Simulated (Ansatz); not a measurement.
C$_{3}$H$_{8}$BN (`BNCC=C`). Total charge 0; spin multiplicity 1.

Cartesian coordinates in Å:
```
B -0.536 2.249 -0.643
N -0.101 1.206 0.155
C -0.585 -0.161 0.147
C 0.489 -1.136 -0.216
C 0.877 -2.139 0.558
H -0.019 3.322 -0.524
H -1.418 2.046 -1.429
H 0.652 1.357 0.810
H -1.399 -0.208 -0.583
H -1.006 -0.427 1.123
H 0.968 -0.972 -1.179
H 0.417 -2.314 1.526
H 1.659 -2.824 0.254
```

(1) What are the harmonic wavenumbers in cm⁻¹ at PBE0-D4/def2-TZVP (Ansatz, finite differences of forces, unscaled)? (Estimate.)

(2) Is this a minimum?

(3) Give the ideal-gas thermochemistry at 298.15 K and 1 bar (rigid rotor, harmonic oscillator; point group C1, symmetry number 1).

Results:

(1) Computed: 91, 99, 296, 364, 437, 491, 663, 816, 887, 915, 964, 980, 997, 1035, 1078, 1168, 1199, 1271, 1312, 1333, 1370, 1451, 1479, 1535, 1726, 2570, 2654, 3037, 3093, 3148, 3160, 3240, 3606.

(2) Yes, all 33 modes are real.

(3) Zero-point energy 289.9 kJ/mol; H(298) − E = 308.6 kJ/mol; entropy 321.1 J/(mol·K), of which translation 161.6, rotation 106.4, vibration 53.1; G(298) − E = 212.9 kJ/mol. Modes under 100 cm⁻¹ are hindered rotations or soft bends, so the harmonic entropy is rough.
